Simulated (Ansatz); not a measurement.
A run for Ansatz (a quantum-chemistry and plane-wave program): R-CCSD(T)/def2-SVP on O2Pt (SMILES [O]=[Pt]=[O]), 2S+1 = 1, a spin state set in the input, which need not be the lowest. Elements past Kr take the def2 small-core potentials; no spin–orbit coupling.

Ansatz 0.2 input:
```yaml
crystal:
  periodic: [false, false, false]
  atoms:
    - {symbol: Pt, position_ang: [-0.00975223, 0.01482055, -0.02204041]}
    - {symbol: O, position_ang: [1.29032707, 0.22145885, -1.09506750]}
    - {symbol: O, position_ang: [-1.31374355, -0.18890780, 1.04678828]}
basis:
  gaussian:
    orbitals: def2-SVP
magnetization: {spin_polarized: false}
correlation: {method: ccsd_t, electrons: valence}
```

The log:

```
WARN ansatz: RAYON_NUM_THREADS=1 ignored (pool sized by the plan → 1); use --threads N
Functional definition: HF
integrals: 0.03 GiB planned
582 factors; integrals over basis functions are off by at most 1.0e-3 eV
mean field: 0.13 GiB planned
mean field evaluation 1: about -7283.6411 eV, gradient 3.6e1 eV
mean field evaluation 2: about -7283.9233 eV, gradient 3.7e1 eV
mean field evaluation 4: about -7286.5313 eV, gradient 6.3e0 eV
mean field evaluation 8: about -7286.6554 eV, gradient 1.1e-1 eV
mean field evaluation 16: about -7283.2762 eV, gradient 4.0e1 eV
mean field evaluation 32: about -7286.6552 eV, gradient 5.7e-2 eV
mean field evaluation 64: about -7286.6543 eV, gradient 1.1e-1 eV
mean field evaluation 96: about -7286.0148 eV, gradient 1.5e1 eV
mean field evaluation 128: about -7279.0955 eV, gradient 2.5e0 eV
mean field evaluation 160: about -7276.4610 eV, gradient 3.9e1 eV
mean field evaluation 192: about -7275.8646 eV, gradient 4.2e1 eV
mean field evaluation 224: about -7283.7758 eV, gradient 1.1e-3 eV
mean field evaluation 256: about -7280.7038 eV, gradient 4.8e-2 eV
mean field evaluation 288: about -7283.7420 eV, gradient 9.4e-1 eV
mean field evaluation 320: about -7283.7757 eV, gradient 4.4e-5 eV
mean field evaluation 352: about -7286.6556 eV, gradient 3.2e-3 eV
mean field evaluation 384: about -7278.8088 eV, gradient 2.3e-4 eV
mean field evaluation 416: about -7280.7027 eV, gradient 2.3e-3 eV
mean field evaluation 448: about -7279.1911 eV, gradient 8.2e-2 eV
mean field evaluation 480: about -7278.8088 eV, gradient 8.0e-4 eV
mean field evaluation 512: about -7278.7783 eV, gradient 1.1e0 eV
mean field evaluation 544: about -7276.3885 eV, gradient 3.5e-3 eV
mean field evaluation 576: about -7283.7757 eV, gradient 1.3e-3 eV
mean field -7286.65555542 eV, -267.7796525890 hartree, gradient 1.3e-6 eV, S^2 0.000000; 8 other end points of the search recorded, 0 dependent functions left out; unrestricted orbitals would lower it
mean field evaluation 608: about -7285.8520 eV, gradient 1.5e1 eV
determinant -7286.65555542 eV, -267.7796525890 hartree, with singles and doubles -7308.45634193 eV, -268.5808167162 hartree
determinant -7283.77576486 eV, -267.6738222382 hartree, with singles and doubles -7303.55206771 eV, -268.4005879629 hartree
determinant -7283.77566625 eV, -267.6738186141 hartree, with singles and doubles -7303.55199604 eV, -268.4005853291 hartree
mean field evaluation 640: about -7288.6902 eV, gradient 5.2e-1 eV
mean field evaluation 672: about -7288.4061 eV, gradient 3.7e-1 eV
mean field evaluation 704: about -7244.2784 eV, gradient 2.8e2 eV
mean field evaluation 736: about -7276.0754 eV, gradient 1.5e0 eV
mean field evaluation 768: about -7284.6522 eV, gradient 6.6e0 eV
mean field evaluation 800: about -7287.7719 eV, gradient 4.6e0 eV
mean field evaluation 832: about -7284.6623 eV, gradient 1.6e1 eV
mean field evaluation 864: about -7286.9118 eV, gradient 1.9e0 eV
mean field evaluation 896: about -7286.6556 eV, gradient 1.5e-2 eV
mean field evaluation 928: about -7288.6977 eV, gradient 3.1e-1 eV
mean field evaluation 960: about -7288.6591 eV, gradient 8.6e-1 eV
mean field evaluation 992: about -7288.0968 eV, gradient 2.8e0 eV
mean field evaluation 1024: about -7288.5791 eV, gradient 2.2e0 eV
mean field evaluation 1056: about -7287.4624 eV, gradient 3.0e0 eV
mean field evaluation 1088: about -7288.6921 eV, gradient 6.0e-4 eV
unrestricted determinant -7288.71152221 eV, -267.8552079750 hartree, S^2 1.5241
2 core orbitals not correlated
reference -7286.65555542 eV, -267.7796525890 hartree; 15, 15 occupied and 43, 43 virtual orbitals, 582 factors
second order -25.11148642 eV of doubles, -0.00000000 eV of singles
coupled cluster: 0.12 GiB planned
cycle   1  -21.80648443 eV  change   -5.7e-3 eV  update   2.2e-3
cycle   2  -21.79747658 eV  change    9.0e-3 eV  update   1.5e-3
cycle   3  -21.80278719 eV  change   -5.3e-3 eV  update   9.1e-4
cycle   4  -21.80315372 eV  change   -3.7e-4 eV  update   3.2e-4
cycle   5  -21.80398389 eV  change   -8.3e-4 eV  update   9.1e-5
cycle   6  -21.80384210 eV  change    1.4e-4 eV  update   2.0e-5
cycle   7  -21.80388347 eV  change   -4.1e-5 eV  update   8.5e-6
cycle   8  -21.80388148 eV  change    2.0e-6 eV  update   4.6e-6
coupled cluster: 0.12 GiB planned
perturbative correction -1.69734859 eV, -0.0623764102 hartree
Total energy: -7310.15678549 eV, -268.6433068645 hartree
```

The calculation finished and met its thresholds.

Cost: very roughly 10 core-seconds.
